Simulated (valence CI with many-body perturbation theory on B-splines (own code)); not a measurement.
Forbidden lines of Dy⁴³⁺

Level of theory: relativistic CI+MBPT: five valence electrons over a frozen Dirac-Fock core [Ar], a basis of 7 s, 7 p, 8 d, 6 f, 4 g, 1 h functions for each j, with the one-electron correlation potential Σ1, the two-electron term Σ2, the three-electron term Σ3, Breit, model QED; selected CI, second order for the rest, scaled by the run's own slope (own B-spline code, finite nucleus).

No measured spectrum was set against this ion. As an estimate, large intervals hold to a few tenths of a per cent, small ones and those within an open d or f shell to about a per cent. Among the levels kept, up to 250 cm⁻¹ of a level comes from second order outside the variational space, and about a tenth of that is noise between levels of different J, which matters for small intervals. Only levels of the ground parity were solved; by the run's estimate the other parity begins above the list, which can be wrong where configurations are misplaced.

Lines 1 to 50 of 120 in falling wavelength, among levels below 179.91 eV, chosen from the decays that carry over 1 % of a level's rate. Wavelengths and rates use the calculated energies. Electric multipoles are in the length gauge, E1 and E2 with the static RPA response of the core. Weak lines are less certain than strong ones. Lines between different terms over intervals too small for the method are left out, as are lines whose strength nearly cancels. Branching is blank where the lifetime is uncertain.

Levels are named by their leading jj configuration (3d3/2^4 stands for four electrons in 3d with j = 3/2), which in mixed levels can hold well under half, so a name can repeat and another be missing. Letters in brackets count levels of one name in rising energy.

```
λ vac (Å)                        Upper                        Lower  Type   A (s⁻¹)  Branch %
     9103     (3d3/2^3 3d5/2^2) J=11/2  (3d3/2^3 3d5/2^2) J=7/2 [a]    E2  5.02e-08          
     2941      (3d3/2^3 3d5/2^2) J=9/2     (3d3/2^3 3d5/2^2) J=11/2    M1  3.85e+02      27.3
     2781  (3d3/2^3 3d5/2^2) J=7/2 [b]  (3d3/2^3 3d5/2^2) J=5/2 [b]    M1  3.52e+02       1.2
     2223      (3d3/2^3 3d5/2^2) J=9/2  (3d3/2^3 3d5/2^2) J=7/2 [a]    M1  9.99e+02      70.9
     1794  (3d3/2^3 3d5/2^2) J=5/2 [b]  (3d3/2^3 3d5/2^2) J=3/2 [a]    M1  1.54e+03       3.3
     1383      (3d3/2^3 3d5/2^2) J=1/2  (3d3/2^3 3d5/2^2) J=3/2 [a]    M1  1.00e+04      99.1
     1179  (3d3/2^3 3d5/2^2) J=7/2 [a]  (3d3/2^3 3d5/2^2) J=5/2 [a]    M1  6.29e+03       2.2
    981.4  (3d3/2^3 3d5/2^2) J=7/2 [b]  (3d3/2^3 3d5/2^2) J=7/2 [a]    M1  2.59e+03       9.0
    845.8  (3d3/2^3 3d5/2^2) J=3/2 [b]      (3d3/2^3 3d5/2^2) J=1/2    M1  2.37e+03       2.3
    829.7  (3d3/2^2 3d5/2^3) J=7/2 [b]  (3d3/2^2 3d5/2^3) J=7/2 [a]    M1  4.41e+03       1.7
    804.2  (3d3/2^2 3d5/2^3) J=1/2 [b]  (3d3/2^2 3d5/2^3) J=3/2 [a]    M1  1.83e+04       2.3
    745.6  (3d3/2^2 3d5/2^3) J=9/2 [c]  (3d3/2^2 3d5/2^3) J=9/2 [b]    M1  1.76e+04       5.6
    741.7  (3d3/2^3 3d5/2^2) J=3/2 [b]  (3d3/2^3 3d5/2^2) J=5/2 [b]    M1  6.78e+03       6.5
    713.3  (3d3/2^2 3d5/2^3) J=1/2 [a]  (3d3/2^3 3d5/2^2) J=3/2 [b]    M1  2.91e+04       3.4
    663.4  (3d3/2^3 3d5/2^2) J=5/2 [b]  (3d3/2^3 3d5/2^2) J=5/2 [a]    M1  3.76e+04      80.8
    621.2  (3d3/2^2 3d5/2^3) J=5/2 [b]  (3d3/2^3 3d5/2^2) J=3/2 [b]    M1  2.32e+04       3.2
    594.4  (3d3/2^2 3d5/2^3) J=3/2 [c]  (3d3/2^2 3d5/2^3) J=1/2 [b]    M1  1.14e+04       3.4
    524.8  (3d3/2^3 3d5/2^2) J=3/2 [b]  (3d3/2^3 3d5/2^2) J=3/2 [a]    M1  1.75e+04      16.7
    502.2  (3d3/2^2 3d5/2^3) J=3/2 [b]  (3d3/2^2 3d5/2^3) J=5/2 [a]    M1  1.15e+04       3.1
    468.4  (3d3/2^2 3d5/2^3) J=9/2 [a]  (3d3/2^3 3d5/2^2) J=7/2 [b]    M1  4.72e+04      10.2
    465.7  (3d3/2^2 3d5/2^3) J=3/2 [c]  (3d3/2^2 3d5/2^3) J=5/2 [c]    M1  2.16e+04       6.5
    439.2  (3d3/2^2 3d5/2^3) J=5/2 [c]  (3d3/2^3 3d5/2^2) J=3/2 [b]    M1  1.31e+05      14.0
    435.8  (3d3/2^2 3d5/2^3) J=7/2 [a]  (3d3/2^3 3d5/2^2) J=5/2 [b]    M1  1.02e+05      14.8
    418.3  (3d3/2^2 3d5/2^3) J=3/2 [b]  (3d3/2^3 3d5/2^2) J=3/2 [b]    M1  5.25e+03       1.4
    415.5  (3d3/2^2 3d5/2^3) J=5/2 [a]  (3d3/2^3 3d5/2^2) J=7/2 [a]    M1  1.01e+05       7.6
    408.3  (3d3/2^3 3d5/2^2) J=5/2 [a]        (3d3/2^4 3d5/2) J=5/2    M1  5.39e+05     100.0
    399.3  (3d3/2^2 3d5/2^3) J=7/2 [a]      (3d3/2^3 3d5/2^2) J=9/2    M1  1.65e+05      23.9
    398.5    (3d3/2 3d5/2^4) J=7/2 [a]  (3d3/2^2 3d5/2^3) J=5/2 [c]    M1  8.95e+04       5.9
    390.4     (3d3/2^2 3d5/2^3) J=11/2      (3d3/2^3 3d5/2^2) J=9/2    M1  6.50e+04      13.8
    386.9  (3d3/2^2 3d5/2^3) J=1/2 [a]      (3d3/2^3 3d5/2^2) J=1/2    M1  2.99e+05      34.9
    384.8  (3d3/2^2 3d5/2^3) J=5/2 [b]  (3d3/2^3 3d5/2^2) J=7/2 [b]    M1  6.89e+04       9.6
    379.2    (3d3/2 3d5/2^4) J=5/2 [a]  (3d3/2^2 3d5/2^3) J=3/2 [a]    M1  1.10e+05       5.3
    373.1  (3d3/2^2 3d5/2^3) J=3/2 [a]      (3d3/2^3 3d5/2^2) J=1/2    M1  5.11e+04       3.8
    366.2        (3d3/2 3d5/2^4) J=9/2  (3d3/2^2 3d5/2^3) J=7/2 [c]    M1  9.61e+04       9.2
    362.7    (3d3/2 3d5/2^4) J=3/2 [a]  (3d3/2^2 3d5/2^3) J=5/2 [c]    M1  1.30e+05       6.8
    356.4    (3d3/2 3d5/2^4) J=7/2 [a]  (3d3/2^2 3d5/2^3) J=9/2 [b]    M1  1.01e+05       6.7
    351.3  (3d3/2^2 3d5/2^3) J=3/2 [a]  (3d3/2^3 3d5/2^2) J=5/2 [b]    M1  2.16e+05      15.9
    350.2  (3d3/2^3 3d5/2^2) J=3/2 [b]  (3d3/2^3 3d5/2^2) J=5/2 [a]    M1  1.51e+04      14.5
    344.7     (3d3/2^2 3d5/2^3) J=11/2     (3d3/2^3 3d5/2^2) J=11/2    M1  4.07e+05      86.2
    340.6       (3d3/2 3d5/2^4) J=11/2  (3d3/2^2 3d5/2^3) J=9/2 [b]    M1  9.37e+04       7.7
    338.5  (3d3/2^2 3d5/2^3) J=7/2 [a]  (3d3/2^3 3d5/2^2) J=7/2 [a]    M1  2.45e+05      35.6
    338.1  (3d3/2^2 3d5/2^3) J=5/2 [b]  (3d3/2^3 3d5/2^2) J=5/2 [b]    M1  2.88e+05      40.0
    336.7  (3d3/2^2 3d5/2^3) J=9/2 [b]  (3d3/2^3 3d5/2^2) J=7/2 [b]    M1  7.73e+04       8.4
    334.8  (3d3/2^2 3d5/2^3) J=5/2 [d]  (3d3/2^2 3d5/2^3) J=5/2 [b]    M1  7.42e+04       8.9
    330.9  (3d3/2^2 3d5/2^3) J=3/2 [c]  (3d3/2^2 3d5/2^3) J=1/2 [a]    M1  3.61e+03       1.1
    328.5  (3d3/2^2 3d5/2^3) J=9/2 [a]     (3d3/2^3 3d5/2^2) J=11/2    M1  1.65e+05      35.5
    322.8  (3d3/2^2 3d5/2^3) J=5/2 [d]  (3d3/2^2 3d5/2^3) J=3/2 [a]    M1  2.82e+04       3.4
    318.4  (3d3/2^2 3d5/2^3) J=7/2 [b]  (3d3/2^3 3d5/2^2) J=7/2 [b]    M1  7.94e+04      30.6
    317.1  (3d3/2^2 3d5/2^3) J=9/2 [a]  (3d3/2^3 3d5/2^2) J=7/2 [a]    M1  2.48e+05      53.4
    314.8    (3d3/2 3d5/2^4) J=7/2 [a]  (3d3/2^2 3d5/2^3) J=5/2 [b]    M1  2.40e+05      15.9
```
